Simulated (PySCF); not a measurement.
Below is a simulated gas-phase Si 2p photoelectron spectrum of cyclo-(SiF2)3 (Si3F6).

Every computed line was given a Gaussian of 1.0 eV full width at half maximum and an area set by the number of equivalent atoms (split 2:1 within a doublet); the highest printed point is 100. The calculation used delta-SCF UKS SCAN, pcX-2 on the ionised atom, pcseg-1 elsewhere, spin-free X2C (PySCF).

(binding energy (eV), intensity): (107.9, 0), (108.0, 1), (108.1, 1), (108.2, 3), (108.3, 5), (108.4, 8), (108.5, 13), (108.6, 20), (108.7, 29), (108.8, 40), (108.9, 52), (109.0, 65), (109.1, 78), (109.2, 88), (109.3, 96), (109.4, 100), (109.5, 100), (109.6, 97), (109.7, 91), (109.8, 83), (109.9, 74), (110.0, 65), (110.1, 55), (110.2, 45), (110.3, 36), (110.4, 27), (110.5, 20), (110.6, 14), (110.7, 9), (110.8, 6), (110.9, 3), (111.0, 2), (111.1, 1), (111.2, 1), (111.3, 0), (111.4, 0)

**Question.** How many maxima does the curve show, and how many computed lines lie under it?

**Answer.** The curve has 1 maximum (at 109.5 eV). Under it lie 2 lines from 1 inequivalent silicon site, drawn as a 2p3/2, 2p1/2 pair. At this width some lines have no maximum of their own.

**Question.** Decompose the envelope and assign each component. Bonds: Si1–F2, Si1–F3, Si1–Si4, Si1–Si7, Si4–F5, Si4–F6, Si4–Si7, Si7–F8, Si7–F9.

**Answer.** 
```json
{"position (eV)": "109.32", "relative area": "2.00", "line": "Si 2p3/2", "atoms": "Si1/Si4/Si7", "environment": "silicon bonded to 2 F and 2 Si"}
{"position (eV)": "109.95", "relative area": "1.00", "line": "Si 2p1/2", "atoms": "Si1/Si4/Si7", "environment": "silicon bonded to 2 F and 2 Si"}
```

**Question.** What are the centre and the root-mean-square width of the whole band?

**Answer.** The area-weighted mean of the lines is 109.53 eV. Their own spread about it is 0.29 eV (rms) and each Gaussian has σ = 1.0/2.355 = 0.42 eV; the variances add, which gives 0.52 eV.

No satellites, vibrations or lifetime broadening are included. The first atom of each set that the bonding makes equivalent was ionised and stands for the set. The 2p values add to the ΔSCF energy of one spin-free hole a correction within the shell (spin–orbit coupling, ligand field). 2p1/2 minus 2p3/2 (ligand field included): Si 0.63 eV. The structure is a single PBE0-D3(BJ)/def2-SVP conformer in the gas phase; no vibrational or solvent corrections.
